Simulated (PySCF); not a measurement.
**IrF₃, singlet: data card**

These are results of PBE0/[Ir def2-SVP with ECP60, F def2-SVP], scalar-relativistic core potentials, density fitting, no spin–orbit coupling, PySCF, not measurements.

The structure is a saddle point with 1 imaginary mode.

Z-matrix (Å, degrees; charge 0 multiplicity 1):
```
Ir
F  1 1.8158
F  1 1.8158 2 120.00
F  1 1.8158 2 120.00 3 180.00
```

```
Point group                                                                   : D3h
Bond lengths                                                                  : Ir–F 1.816 Å (×3)
Bond angles                                                                   : F–Ir–F 120.0° (×3)
Principal polarisabilities                                                    : 27.4, 32.5, 32.5 bohr³
Principal quadrupole moments (Buckingham, traceless) about the centre of mass : -0.48, -0.48, 0.96 D Å
Dipole moment                                                                 : 0.00 D
Zero-point energy (real modes)                                                : 15.0 kJ/mol
Atomisation energy without zero-point energy                                  : 1087 kJ/mol
Highest occupied level                                                        : -7.79 eV
Rotational constants                                                          : 0.1794, 0.1794, 0.08971 cm⁻¹
Lowest empty level                                                            : -4.30 eV
```

Harmonic modes (masses in u: Ir 192.963, F 18.998):
| symmetry | ω (cm⁻¹) | IR (km/mol, summed over degenerate members) | μ (u) | type |
| --- | --- | --- | --- | --- |
| a2'' | 88i | – | 23.91 | bend |
| e' | 169 | 9.9 | 20.80 | bend |
| e' | 717 | 220 | 21.56 | stretch |
| a1' | 737 | 0.0 | 19.00 | stretch |

In D3h the vibrations span a2'' + 2e' + a1'. The a1' mode carries no infrared intensity, as symmetry demands.

Charges (e):
```json
{"atom": "Ir1", "Mulliken": "0.88", "Löwdin": "0.32", "polar tensor": "1.50", "Mayer order to Ir1": "–"}
{"atom": "F2,3,4", "Mulliken": "-0.29", "Löwdin": "-0.11", "polar tensor": "-0.50", "Mayer order to Ir1": "1.03"}
```

Mulliken populations on Ir1 (electrons outside its core potential): s 2.69, p 6.23, d 7.12, f 0.08.

Stability towards spin polarisation was not tested. Only a few start shapes were tried, so a lower isomer may exist. At this level a triplet minimum of C2v symmetry lies 59 kJ/mol below this structure. With an element this heavy the missing spin–orbit coupling can shift these numbers.

The final relaxation and frequency run took about 50 core-seconds on a shared host.
